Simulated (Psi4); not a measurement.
A dimer, CH2O ··· CH2O2 (SMILES C=O and O=CO); the first 4 atoms form monomer A.

```
9

C     -0.0058     0.0008    -0.0002
O      1.1808    -0.1625     0.0497
H     -0.4599     1.0108    -0.0159
H     -0.7151    -0.8491    -0.0336
O      2.8917     2.0468     0.1946
C      2.0365     3.0832     0.2148
O      0.8442     2.9947     0.1609
H      2.3667     1.2314     0.1295
H      2.5989     4.0226     0.2878
```

Question: What interaction energy does SAPT0/jun-cc-pVDZ, frozen core (Psi4) give, and which attractive term is the largest?

Answer: Total -41.07 kJ/mol: electrostatics -61.74, exchange 54.78, induction -21.05, dispersion -13.06. The most attractive term is electrostatics.
